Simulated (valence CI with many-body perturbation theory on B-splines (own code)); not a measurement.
**E1 transitions of As XIX**

Method: valence CI with perturbative core correlation (CI+MBPT): five valence electrons over a frozen Dirac-Fock core [Ne], radial functions for each j: 11 s, 11 p, 10 d, 8 f, 5 g, 2 h, with the one-electron correlation potential Σ1, the two-electron term Σ2, the three-electron term Σ3, Breit, model QED; selected CI, second order for the rest, scaled by the run's own slope (own B-spline code, finite nucleus).

No measured spectrum was set against this ion. As an estimate, levels of excited configurations hold to 0.05 to 0.15 % of their energy, terms of the ground configuration to about 0.5 %. Among the levels kept, up to 3300 cm⁻¹ of a level comes from second order outside the variational space, and about a tenth of that is noise between levels of different J, which matters for small intervals.

Lines 101 to 150 of 588 in falling wavelength, among levels below 1645500 cm⁻¹, chosen from the strongest by gf and those to the six lowest levels. Wavelengths and rates use the calculated energies, so an error of 300 cm⁻¹ moves a line at 18.17 nm by 0.055 % and its rate by three times that or more. Electric multipoles are in the length gauge, E1 and E2 with the static RPA response of the core. Weak lines are less certain than strong ones. Lines between different terms over intervals too small for the method are left out, as are lines whose strength nearly cancels. Where a level lies close to another of its J and parity, the split of strength between their lines is uncertain. The highest levels of a list are the least certain.

Names give the largest LS component (configuration and term), which can be under half, so a name can repeat, a term be missing and a line seem to break the LS rules; names also repeat where a configuration has a term twice. Letters in brackets count levels of one name in rising energy.

```tsv
λ vac (nm)	Upper	Lower	A (s⁻¹)	S (a.u.) with core polarisation	S without
18.17	3s 3p4 2D_5/2	3s2 3p3 4S°_3/2	7.79e+07	1.38e-03	1.42e-03
18.16	3s 3p3 3d 6D°_7/2	3s 3p4 4P_5/2	4.61e+07	1.09e-03	1.11e-03
18.14	3s2 3p2 3d 4F_3/2	3s2 3p3 2D°_5/2	7.37e+08	8.69e-03	8.96e-03
18.05	3s 3p4 2S_1/2 [a]	3s2 3p3 2D°_3/2	1.33e+10	7.74e-02	7.97e-02
18.04	3s 3p3 3d 4D°_7/2 [c]	3s2 3p2 3d 4F_9/2	4.18e+09	9.69e-02	9.98e-02
18.03	3s 3p3 3d 2P°_3/2 [e]	3s2 3p2 3d 2P_3/2 [b]	6.92e+09	8.01e-02	8.24e-02
18.02	3s2 3p 3d2 4D°_5/2 [a]	3s2 3p2 3d 2D_5/2 [c]	7.04e+09	1.22e-01	1.26e-01
17.98	3s 3p3 3d 2G°_9/2 [b]	3s2 3p2 3d 4D_7/2	6.66e+09	1.91e-01	1.97e-01
17.95	3s 3p3 3d 4D°_5/2 [c]	3s2 3p2 3d 2F_7/2 [a]	5.71e+09	9.77e-02	1.01e-01
17.92	3s 3p3 3d 2P°_1/2	3s2 3p2 3d 2S_1/2	1.08e+10	6.14e-02	6.31e-02
17.78	3p5 2P°_3/2	3s 3p4 4P_5/2	8.12e+08	9.01e-03	9.27e-03
17.75	3p4 3d 4F_9/2	3s 3p3 3d 4D°_7/2 [a]	5.19e+09	1.43e-01	1.47e-01
17.73	3s2 3p2 3d 4D_3/2	3s2 3p3 2P°_1/2	1.80e+08	1.98e-03	2.04e-03
17.70	3s2 3p2 3d 4F_5/2	3s2 3p3 2D°_5/2	2.92e+08	4.80e-03	4.94e-03
17.66	3s 3p3 3d 2G°_7/2 [b]	3s2 3p2 3d 4D_5/2	5.39e+09	1.17e-01	1.20e-01
17.61	3s2 3p 3d2 2P°_1/2 [a]	3s2 3p2 3d 2D_3/2 [b]	1.42e+10	7.65e-02	7.88e-02
17.58	3s2 3p 3d2 2F°_5/2 [a]	3s2 3p2 3d 2D_5/2 [c]	4.40e+09	7.08e-02	7.30e-02
17.56	3s 3p3 3d 2F°_7/2 [d]	3s2 3p2 3d 2D_5/2 [a]	1.07e+10	2.30e-01	2.37e-01
17.54	3s 3p3 3d 4D°_5/2 [c]	3s2 3p2 3d 4F_7/2	7.61e+09	1.22e-01	1.25e-01
17.50	3s2 3p2 3d 4F_3/2	3s2 3p3 2D°_3/2	1.58e+09	1.67e-02	1.72e-02
17.45	3s 3p3 3d 2D°_5/2 [f]	3s2 3p2 3d 2D_5/2 [d]	4.53e+09	7.13e-02	7.34e-02
17.43	3s 3p3 3d 2F°_5/2 [b]	3s2 3p2 3d 2D_3/2 [a]	6.98e+09	1.10e-01	1.13e-01
17.25	3s2 3p 3d2 4D°_3/2 [b]	3s2 3p2 3d 2D_5/2 [d]	6.99e+09	7.09e-02	7.30e-02
17.23	3s2 3p 3d2 4D°_5/2 [b]	3s2 3p2 3d 2D_5/2 [d]	6.62e+09	1.00e-01	1.03e-01
17.21	3s 3p3 3d 2P°_3/2 [e]	3s2 3p2 3d 2D_5/2 [c]	6.96e+09	7.01e-02	7.21e-02
17.17	3s 3p3 3d 2D°_3/2 [d]	3s2 3p2 3d 2D_5/2 [d]	1.42e+10	1.42e-01	1.46e-01
17.11	3s 3p3 3d 2D°_3/2 [d]	3s2 3p2 3d 2D_3/2 [c]	1.01e+10	9.97e-02	1.03e-01
17.11	3s 3p3 3d 4D°_7/2 [d]	3s2 3p2 3d 4D_7/2	1.29e+10	2.55e-01	2.62e-01
17.10	3s2 3p 3d2 2F°_7/2 [a]	3s2 3p2 3d 2F_7/2 [b]	5.60e+09	1.11e-01	1.14e-01
17.09	3s 3p3 3d 2D°_5/2 [e]	3s2 3p2 3d 2F_7/2 [b]	1.22e+10	1.81e-01	1.86e-01
17.09	3s2 3p2 3d 4F_5/2	3s2 3p3 2D°_3/2	8.16e+07	1.21e-03	1.23e-03
17.08	3s 3p3 3d 2G°_7/2 [b]	3s2 3p2 3d 2F_7/2 [a]	8.18e+09	1.61e-01	1.66e-01
17.07	3p4 3d 2G_7/2	3s 3p3 3d 4D°_5/2 [a]	4.40e+09	8.63e-02	8.88e-02
17.06	3s2 3p 3d2 4G°_9/2	3s2 3p2 3d 2G_9/2	2.14e+09	5.23e-02	5.38e-02
17.03	3s 3p3 3d 2P°_3/2 [e]	3s2 3p2 3d 2P_1/2 [b]	1.15e+10	1.12e-01	1.16e-01
17.02	3s 3p3 3d 2D°_3/2 [b]	3s2 3p2 3d 2F_5/2	6.52e+09	6.35e-02	6.54e-02
17.00	3s2 3p2 3d 4F_7/2	3s2 3p3 2D°_5/2	1.32e+08	2.55e-03	2.62e-03
16.85	3s2 3p 3d2 4P°_5/2	3s2 3p2 3d 2F_7/2 [b]	9.20e+09	1.30e-01	1.34e-01
16.67	3s 3p3 3d 4D°_3/2 [c]	3s2 3p2 3d 4F_5/2	5.27e+09	4.82e-02	4.96e-02
16.65	3s 3p4 2P_3/2	3s2 3p3 2P°_3/2	2.44e+09	2.23e-02	2.30e-02
16.64	3s 3p3 3d 2G°_7/2 [b]	3s2 3p2 3d 2F_5/2	7.51e+09	1.37e-01	1.41e-01
16.63	3s2 3p2 3d 2F_7/2 [a]	3s2 3p3 2D°_5/2	1.24e+08	2.26e-03	2.31e-03
16.61	3s2 3p 3d2 2D°_3/2 [a]	3s2 3p2 3d 2D_5/2 [c]	6.96e+09	6.30e-02	6.48e-02
16.55	3s 3p3 3d 2F°_7/2 [b]	3s2 3p2 3d 4F_9/2	1.36e+10	2.43e-01	2.50e-01
16.54	3s2 3p2 3d 4D_3/2	3s2 3p3 2D°_5/2	3.53e+09	3.16e-02	3.25e-02
16.47	3s 3p3 3d 2P°_1/2	3s2 3p2 3d 2D_3/2 [b]	1.14e+10	5.02e-02	5.16e-02
16.45	3s2 3p 3d2 2D°_3/2 [a]	3s2 3p2 3d 2P_1/2 [b]	2.44e+10	2.14e-01	2.20e-01
16.43	3s 3p3 3d 2G°_9/2 [b]	3s2 3p2 3d 2F_7/2 [a]	7.12e+09	1.56e-01	1.60e-01
16.41	3s 3p3 3d 4D°_5/2 [e]	3s2 3p2 3d 4D_5/2	5.66e+09	7.40e-02	7.62e-02
16.38	3s2 3p 3d2 2G°_7/2 [a]	3s2 3p2 3d 2D_5/2 [c]	4.69e+09	8.13e-02	8.36e-02
```
